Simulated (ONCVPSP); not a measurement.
# Pseudopotential generation for oxygen (O): ONCV, BLYP, scalar-relativistic.

```json
{"Element": "oxygen", "Generator": "ONCVPSP 4.0.1", "Type": "optimised norm-conserving Vanderbilt (ONCV)", "Functional": "BLYP", "Relativity": "scalar-relativistic", "Frozen core": "[He]", "Valence charge": "6", "Reference configuration": "2s2 2p4", "Partial waves": "2s: rc 0.65 bohr, ncon 3, nbas 7, qcut 10.4 1/bohr, 2 projectors, debl 3.9 Ha; 2p: rc 1.85 bohr, ncon 4, nbas 8, qcut 8 1/bohr, 2 projectors, debl 3.1 Ha; d scattering state at 0.02 Ha: rc 1.70 bohr, ncon 5, nbas 8, qcut 4.9 1/bohr, 1 projector", "Local potential": "polynomial inside 0.60 bohr (lpopt 1, dvloc0 3 Ha)", "Core correction": "polynomial model core, fcfact 0.6"}
```

All-electron outer shells of the reference configuration (BLYP, scalar-relativistic, ld1.x):

| shell | level (eV) | outermost node (bohr) | outermost maximum (bohr) |
| --- | --- | --- | --- |
| 1s | -515.45 | – | 0.13 |
| 2s | -23.83 | 0.28 | 0.87 |
| 2p | -9.02 | – | 0.82 |

Results:

```
Cutoffs needed             : 42 Ha and 54 Ha (the cutoffs (Ha) at which the residual kinetic energy of the hardest occupied pseudo-wave falls to 1 and 0.1 mHa per electron)
Ghost test                 : no bound ghost flagged; GHOST(+) flagged for d at 141.4 eV
Largest excitation error   : +1864 meV (all-electron minus pseudo) for 2s2 2p1, out of 4 test configurations
rms error of d²Exc/dni dnj : 1.80 mHa without and 1.54 mHa with the model core
```

Generation and tests took about 2.6 s on one core of a shared server CPU.
